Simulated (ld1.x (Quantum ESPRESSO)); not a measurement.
## samarium, PAW: configuration errors across variants

ld1.x (Quantum ESPRESSO) 7.5 input, shortened:

```
&input
   title='Sm', zed=62., rel=1, dft='PBE', iswitch=3,
   config='[Xe] 4f5 5d1 6s1.75 6p0'
 /
 &inputp
   pseudotype=3, lpaw=.true., tm=.true., lloc=-1, rcloc=2.85,
   nlcc=.true., new_core_ps=.true., rcore=1.30,
   which_augfun='PSQ', rmatch_augfun_nc=.true.
 /
6
5S  1  0   2.00   0.00  1.75  2.00  0.0
6S  2  0   1.75   0.00  1.75  2.00  0.0
5P  2  1   6.00   0.00  2.95  3.15  0.0
6P  3  1   0.00   0.00  2.95  3.15  0.0
5D  3  2   1.00   0.00  1.80  2.30  0.0
5D  3  2   0.00   0.55  1.80  2.30  0.0
 &test
   configts(1)='5s2 5p6 5d1 6s1.75 6p0'
 /
```

All-electron excitation energies from the reference (eV): (1) 5s2 5p6 5d1 6s2 6p0 -1.147; (2) 5s2 5p6 5d1 6s1 6p0 5.307; (3) 5s2 5p6 5d1 6s0 6p0 17.077; (4) 5s2 5p6 5d2 6s0 6p0 6.063.

On the changes marked as counting shells twice: ld1.x takes every shell without a wave as core, so the model core holds the marked electrons as well and exchange and correlation see them twice. This cancels in the reference configuration, but the file is broken for other ones, and its errors say nothing about a proper core correction.

The overlap operator is not positive definite (basis up to 400 Ry) in “base”, “local potential all-electron potential smoothed inside 2.30 bohr (lloc = -1)”, “wave 5d channel at 0.55 Ry: rcut 1.80, rcutus 2.30 bohr becomes 5d channel at -0.18 Ry: rcut 1.80, rcutus 2.30 bohr”. Such files are unfit for use, however small their errors in these radial tests.

Tests that are not counted but printed errors over 1 eV. “type TM; waves now 5s (bound): rc 2.00 bohr; 5d (bound): rc 2.30 bohr; 5p (bound): rc 3.15 bohr; local potential the p channel (6s counted twice)”: 5s2 5p6 5d1 6s0 6p1 (solver errors, printed error -8.6 eV).

2 further variants failed, have other tests or too few solved ones, and are left out.

Errors AE − PS in meV (a dash: test not solved or not reliable):

```csv
change,(1),(2),(3),(4),bound ghosts
base,+0.1,-3.8,-12,-31,not determined (overlap not positive)
type TM; waves now 5s (bound): rc 2.00 bohr; 5d (bound): rc 2.30 bohr; 5p (bound): rc 3.15 bohr; local potential the p channel (6s counted twice),+9.6,-132,-577,-310,not determined
local potential all-electron potential smoothed inside 2.30 bohr (lloc = -1),0.0,-4.1,-115,–,not determined (overlap not positive)
"wave 5d channel at 0.55 Ry: rcut 1.80, rcutus 2.30 bohr becomes 5d channel at -0.18 Ry: rcut 1.80, rcutus 2.30 bohr",+0.1,-3.7,-12,-31,not determined (overlap not positive)
```

(1) Give the same row for: all radii but the core radius scaled by about 0.78 (s 1.56, p 2.46, d 1.80 bohr, rcut 1.36/2.30/1.40); local potential all-electron potential smoothed inside 2.22 bohr (lloc = -1).

Results:

(1) +0.2, -2.7, -17, -7.0; bound ghosts: not determined (overlap not positive). Its overlap operator is not positive definite in a basis up to 400 Ry (lowest eigenvalue p -0.08), so the file is unfit for use: the generalised eigenproblem breaks down once the basis is large enough, and its test numbers describe a broken file.
